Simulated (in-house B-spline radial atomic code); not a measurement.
Successive ionisation energies of xenon; each step leads to the configuration of the next row (after the last: [Ne] 3s2). Dirac energy differences include first-order Breit, QED and recoil terms. NIST's values go from ground level to ground level; the uncertainty of those that are theory runs from under 0.1 % in few-electron ions to several per cent in heavy many-electron ones. Computed with an all-electron radial atomic-structure program (B-spline basis): Dirac-Hartree-Fock, jj configuration that fills j = l - 1/2 first, finite nuclei.

A number in brackets counts the electrons of a j subshell.

```json
{"ion": "Xe23+", "configuration": "[Ar] 3d10 4s2 4p1/2(1)", "ionisation energy (eV)": "736.0", "tabulated value (eV)": "736", "tabulated kind": "tabulated theory", "computed minus tabulated (eV)": "0", "highest orbital": "4p1/2", "largest mean radius (bohr)": "0.64547"}
{"ion": "Xe24+", "configuration": "[Ar] 3d10 4s2", "ionisation energy (eV)": "817.8", "tabulated value (eV)": "818", "tabulated kind": "tabulated theory", "computed minus tabulated (eV)": "0", "highest orbital": "4s1/2", "largest mean radius (bohr)": "0.63427"}
{"ion": "Xe25+", "configuration": "[Ar] 3d10 4s1", "ionisation energy (eV)": "856.0", "tabulated value (eV)": "857", "tabulated kind": "semi-empirical", "computed minus tabulated (eV)": "-1", "highest orbital": "4s1/2", "largest mean radius (bohr)": "0.62865"}
{"ion": "Xe26+", "configuration": "[Ar] 3d10", "ionisation energy (eV)": "1493.6", "tabulated value (eV)": "1493", "tabulated kind": "tabulated theory", "computed minus tabulated (eV)": "1", "highest orbital": "3d5/2", "largest mean radius (bohr)": "0.30027"}
{"ion": "Xe27+", "configuration": "[Ar] 3d3/2(4) 3d5/2(5)", "ionisation energy (eV)": "1574.6", "tabulated value (eV)": "1571", "tabulated kind": "tabulated theory", "computed minus tabulated (eV)": "4", "highest orbital": "3d5/2", "largest mean radius (bohr)": "0.298"}
{"ion": "Xe28+", "configuration": "[Ar] 3d3/2(4) 3d5/2(4)", "ionisation energy (eV)": "?", "tabulated value (eV)": "?", "tabulated kind": "tabulated theory", "computed minus tabulated (eV)": "?", "highest orbital": "?", "largest mean radius (bohr)": "?"}
{"ion": "Xe29+", "configuration": "[Ar] 3d3/2(4) 3d5/2(3)", "ionisation energy (eV)": "1741.3", "tabulated value (eV)": "1742", "tabulated kind": "tabulated theory", "computed minus tabulated (eV)": "-1", "highest orbital": "3d5/2", "largest mean radius (bohr)": "0.29395"}
{"ion": "Xe30+", "configuration": "[Ar] 3d3/2(4) 3d5/2(2)", "ionisation energy (eV)": "1827.0", "tabulated value (eV)": "1826", "tabulated kind": "tabulated theory", "computed minus tabulated (eV)": "1", "highest orbital": "3d5/2", "largest mean radius (bohr)": "0.29194"}
{"ion": "Xe31+", "configuration": "[Ar] 3d3/2(4) 3d5/2(1)", "ionisation energy (eV)": "1914.2", "tabulated value (eV)": "1919", "tabulated kind": "tabulated theory", "computed minus tabulated (eV)": "-5", "highest orbital": "3d5/2", "largest mean radius (bohr)": "0.28994"}
{"ion": "Xe32+", "configuration": "[Ar] 3d3/2(4)", "ionisation energy (eV)": "2022.6", "tabulated value (eV)": "2023", "tabulated kind": "tabulated theory", "computed minus tabulated (eV)": "0", "highest orbital": "3d3/2", "largest mean radius (bohr)": "0.28796"}
{"ion": "Xe33+", "configuration": "[Ar] 3d3/2(3)", "ionisation energy (eV)": "2113.4", "tabulated value (eV)": "2113", "tabulated kind": "tabulated theory", "computed minus tabulated (eV)": "0", "highest orbital": "3d3/2", "largest mean radius (bohr)": "0.28596"}
{"ion": "Xe34+", "configuration": "[Ar] 3d3/2(2)", "ionisation energy (eV)": "?", "tabulated value (eV)": "?", "tabulated kind": "tabulated theory", "computed minus tabulated (eV)": "?", "highest orbital": "?", "largest mean radius (bohr)": "?"}
{"ion": "Xe35+", "configuration": "[Ar] 3d3/2(1)", "ionisation energy (eV)": "2299.8", "tabulated value (eV)": "2300", "tabulated kind": "tabulated theory", "computed minus tabulated (eV)": "0", "highest orbital": "3d3/2", "largest mean radius (bohr)": "0.282"}
{"ion": "Xe36+", "configuration": "[Ne] 3s2 3p6", "ionisation energy (eV)": "2555.6", "tabulated value (eV)": "2556", "tabulated kind": "tabulated theory", "computed minus tabulated (eV)": "0", "highest orbital": "3p3/2", "largest mean radius (bohr)": "0.28005"}
{"ion": "Xe37+", "configuration": "[Ne] 3s2 3p1/2(2) 3p3/2(3)", "ionisation energy (eV)": "?", "tabulated value (eV)": "?", "tabulated kind": "tabulated theory", "computed minus tabulated (eV)": "?", "highest orbital": "?", "largest mean radius (bohr)": "?"}
{"ion": "Xe38+", "configuration": "[Ne] 3s2 3p1/2(2) 3p3/2(2)", "ionisation energy (eV)": "2724.8", "tabulated value (eV)": "2726", "tabulated kind": "tabulated theory", "computed minus tabulated (eV)": "-1", "highest orbital": "3p3/2", "largest mean radius (bohr)": "0.27707"}
{"ion": "Xe39+", "configuration": "[Ne] 3s2 3p1/2(2) 3p3/2(1)", "ionisation energy (eV)": "2810.7", "tabulated value (eV)": "2811", "tabulated kind": "tabulated theory", "computed minus tabulated (eV)": "0", "highest orbital": "3p3/2", "largest mean radius (bohr)": "0.27561"}
{"ion": "Xe40+", "configuration": "[Ne] 3s2 3p1/2(2)", "ionisation energy (eV)": "2974.4", "tabulated value (eV)": "2975", "tabulated kind": "tabulated theory", "computed minus tabulated (eV)": "-1", "highest orbital": "3p1/2", "largest mean radius (bohr)": "0.27416"}
{"ion": "Xe41+", "configuration": "[Ne] 3s2 3p1/2(1)", "ionisation energy (eV)": "3068.0", "tabulated value (eV)": "3068", "tabulated kind": "tabulated theory", "computed minus tabulated (eV)": "0", "highest orbital": "3p1/2", "largest mean radius (bohr)": "0.27269"}
```

Fill in the row of Xe28+.

ionisation energy (eV): 1657.2; tabulated value (eV): 1653; computed minus tabulated (eV): 4; highest orbital: 3d5/2; largest mean radius (bohr): 0.29597.

Fill in the row of Xe34+.

ionisation energy (eV): 2205.8; tabulated value (eV): 2209; computed minus tabulated (eV): -3; highest orbital: 3d3/2; largest mean radius (bohr): 0.28397.

Fill in the row of Xe37+.

ionisation energy (eV): 2639.7; tabulated value (eV): 2637; computed minus tabulated (eV): 3; highest orbital: 3p3/2; largest mean radius (bohr): 0.27855.

Where is the largest jump?

From Xe25+ to Xe26+, by a factor of 1.74 (856.04 to 1493.6 eV); the highest orbital goes from 4s1/2 to 3d5/2.
